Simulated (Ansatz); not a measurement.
Basis-set series for `C[N]=[W]([NH2])(=[N]C)[O]C`. The species carries charge 0 and has multiplicity 1. W: def2 effective core potential. The geometry is a stationary point of PBE0-D4/def2-TZVP. It is one conformer, not always the lowest.

```tsv
functional	basis	functions	energy (Eh)	HOMO (eV)	LUMO (eV)
PBE0-D4	def2-SVP	185	-426.93098	-6.41	0.10
PBE0-D4	def2-QZVPP	810	-427.38908	-6.52	-0.11
ωB97M-V	def2-SVP	185	-427.07400	-8.62	1.87
ωB97M-V	def2-QZVPP	810	-427.54937	-8.73	0.96
```

(1) Give the rows for def2-TZVPP. (Estimate.)

Results:

(1) Ansatz gave: 
```csv
functional,basis,functions,energy (Eh),HOMO (eV),LUMO (eV)
PBE0-D4,def2-TZVPP,427,-427.36769,-6.49,0.02
ωB97M-V,def2-TZVPP,427,-427.52877,-8.70,1.55
```

Positive LUMOs are unbound and depend on the basis.
